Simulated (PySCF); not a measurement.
Partial charges of `O=C1OCC[SiH2]C1([SiH3])[SiH3]`

Species: C4H12O2Si3.
Cartesian coordinates in Å at the GFN2-xTB level; atoms count from 1:
```
atom  x, y, z in Å
O1     1.0806    0.7122    2.0937
C2     0.3475    0.1380    1.3042
O3    -0.6556   -0.5837    1.8097
C4    -1.6191   -1.1958    0.9675
C5    -2.3172   -0.2021    0.0491
Si6   -1.0092    0.6255   -1.0641
C7     0.6067    0.2914   -0.1306
Si8    1.5680   -1.2444   -0.7312
Si9    1.8436    1.7684   -0.0087
H10   -1.1498   -1.9912    0.3786
H11   -2.3223   -1.6563    1.6686
H12   -2.8367    0.5342    0.6624
H13   -3.0733   -0.7350   -0.5236
H14   -1.0055   -0.0049   -2.3895
H15   -1.3018    2.0579   -1.1716
H16    0.7143   -2.4390   -0.8152
H17    2.0545   -0.9433   -2.0758
H18    2.6648   -1.5416    0.1863
H19    2.0759    2.1438   -1.4184
H20    3.1279    1.3880    0.5586
H21    1.1978    2.8950    0.6497
```

Density: PBE0/pcSseg-1 (PySCF); schemes: Mulliken, IAO, Hirshfeld and ESP-fitted. Geometry: GFN2-xTB, one conformer, isolated molecule.

For which atoms does the sign change between the 4 schemes (beyond +0.03 e in one, beyond −0.03 e in another)?

C4. Atomic charges aren't observables, and each scheme defines them in its own way.

At which atom do the 4 schemes differ most?

At C7: from -1.247 (Mulliken) to -0.242 e (Hirshfeld), 1.005 e apart.

What partial charge does each atom carry?

In e:

```json
{"atom": "O1", "environment": "ester carbonyl oxygen", "Mulliken": "-0.430", "IAO": "-0.466", "Hirshfeld": "-0.237", "ESP-fitted": "-0.540"}
{"atom": "C2", "environment": "ester carbonyl carbon", "Mulliken": "+0.619", "IAO": "+0.509", "Hirshfeld": "+0.192", "ESP-fitted": "+0.780"}
{"atom": "O3", "environment": "ester single-bonded oxygen", "Mulliken": "-0.429", "IAO": "-0.317", "Hirshfeld": "-0.097", "ESP-fitted": "-0.476"}
{"atom": "C4", "environment": "sp3 carbon bound to oxygen", "Mulliken": "+0.050", "IAO": "-0.053", "Hirshfeld": "+0.012", "ESP-fitted": "+0.311"}
{"atom": "C5", "environment": "sp3 carbon bound to silicon", "Mulliken": "-0.565", "IAO": "-0.561", "Hirshfeld": "-0.165", "ESP-fitted": "-0.425"}
{"atom": "Si6", "environment": "SiH2 silicon", "Mulliken": "+0.764", "IAO": "+0.763", "Hirshfeld": "+0.344", "ESP-fitted": "+0.528"}
{"atom": "C7", "environment": "sp3 carbon bound to silicon", "Mulliken": "-1.247", "IAO": "-0.826", "Hirshfeld": "-0.242", "ESP-fitted": "-0.394"}
{"atom": "Si8", "environment": "SiH3 silicon", "Mulliken": "+0.537", "IAO": "+0.613", "Hirshfeld": "+0.312", "ESP-fitted": "+0.254"}
{"atom": "Si9", "environment": "SiH3 silicon", "Mulliken": "+0.584", "IAO": "+0.634", "Hirshfeld": "+0.283", "ESP-fitted": "+0.418"}
{"atom": "H10", "environment": "methylene hydrogen", "Mulliken": "+0.126", "IAO": "+0.131", "Hirshfeld": "+0.037", "ESP-fitted": "-0.018"}
{"atom": "H11", "environment": "methylene hydrogen", "Mulliken": "+0.143", "IAO": "+0.165", "Hirshfeld": "+0.056", "ESP-fitted": "+0.053"}
{"atom": "H12", "environment": "methylene hydrogen", "Mulliken": "+0.161", "IAO": "+0.159", "Hirshfeld": "+0.045", "ESP-fitted": "+0.127"}
{"atom": "H13", "environment": "methylene hydrogen", "Mulliken": "+0.155", "IAO": "+0.163", "Hirshfeld": "+0.052", "ESP-fitted": "+0.106"}
{"atom": "H14", "environment": "Si–H hydrogen", "Mulliken": "-0.061", "IAO": "-0.119", "Hirshfeld": "-0.073", "ESP-fitted": "-0.121"}
{"atom": "H15", "environment": "Si–H hydrogen", "Mulliken": "-0.048", "IAO": "-0.110", "Hirshfeld": "-0.069", "ESP-fitted": "-0.127"}
{"atom": "H16", "environment": "Si–H hydrogen", "Mulliken": "-0.072", "IAO": "-0.120", "Hirshfeld": "-0.075", "ESP-fitted": "-0.058"}
{"atom": "H17", "environment": "Si–H hydrogen", "Mulliken": "-0.046", "IAO": "-0.106", "Hirshfeld": "-0.068", "ESP-fitted": "-0.060"}
{"atom": "H18", "environment": "Si–H hydrogen", "Mulliken": "-0.036", "IAO": "-0.099", "Hirshfeld": "-0.064", "ESP-fitted": "-0.045"}
{"atom": "H19", "environment": "Si–H hydrogen", "Mulliken": "-0.102", "IAO": "-0.156", "Hirshfeld": "-0.100", "ESP-fitted": "-0.166"}
{"atom": "H20", "environment": "Si–H hydrogen", "Mulliken": "-0.050", "IAO": "-0.102", "Hirshfeld": "-0.071", "ESP-fitted": "-0.071"}
{"atom": "H21", "environment": "Si–H hydrogen", "Mulliken": "-0.052", "IAO": "-0.101", "Hirshfeld": "-0.072", "ESP-fitted": "-0.078"}
```

Mean size of the charges over all atoms: Mulliken 0.299 e, IAO 0.299 e, ESP-fitted 0.246 e, Hirshfeld 0.127 e. Each set sums to the total charge, 0, to within 0.001 e. The Hirshfeld scheme divides the density at each point in proportion to the densities of the neutral, spherically averaged free atoms. The ESP scheme fits charges at the nuclei, held to the total charge, to the electrostatic potential on points at 1.4 to 2.0 times the van der Waals radii.

How many electrons does the ESP-fitted scheme count on C2?

Z − q = 6 − (+0.780) = 5.220.

Sum the charges by element.

| element | atoms | Mulliken | IAO | Hirshfeld | ESP-fitted |
| --- | --- | --- | --- | --- | --- |
| O | 2 | -0.859 | -0.784 | -0.334 | -1.015 |
| C | 4 | -1.143 | -0.931 | -0.203 | +0.273 |
| Si | 3 | +1.884 | +2.010 | +0.939 | +1.200 |
| H | 12 | +0.117 | -0.295 | -0.403 | -0.457 |
